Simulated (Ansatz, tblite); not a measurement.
Forces on the cluster Ag₅Te₂⁺ at its PBE-D4/def2-SVP geometry. Total charge 1; singlet.

In the def2 sets Ag, Te take a core potential; there is no spin–orbit coupling. The xTB rows come from tblite. No other spin state of charge 1 was run. The structure comes from a short search, and lower isomers may exist.

GFN1-xTB (tblite), largest force 1.15 eV/Å:

```xyz
7
positions Å, forces eV/Å
Ag   -1.207   -0.121    1.182    0.162    0.001   -0.146
Ag    1.425    0.647    0.617   -0.219   -0.264   -0.376
Ag   -0.350   -0.930   -1.357    0.356    0.247    0.265
Ag   -2.611    2.235    0.565    0.340   -0.112   -0.217
Ag    2.480   -1.562   -0.983   -0.383   -0.022    0.362
Te   -0.528    1.882   -1.028   -0.115   -0.804    0.746
Te    0.792   -2.151    1.005   -0.141    0.953   -0.635
```

GFN2-xTB (tblite), largest force 0.68 eV/Å:

```
Ag -0.054 -0.072 0.106
Ag 0.313 -0.005 0.033
Ag 0.084 -0.208 -0.221
Ag -0.132 0.105 0.034
Ag 0.140 -0.158 0.001
Te -0.342 0.574 -0.151
Te -0.009 -0.237 0.197
```

PBE-D4/def2-TZVP (Ansatz), largest force 0.24 eV/Å:

```
Ag 0.073 -0.007 -0.060
Ag -0.095 -0.086 -0.064
Ag 0.065 0.056 0.114
Ag 0.136 -0.037 -0.092
Ag -0.121 -0.003 0.111
Te -0.083 -0.100 0.155
Te 0.026 0.176 -0.164
```
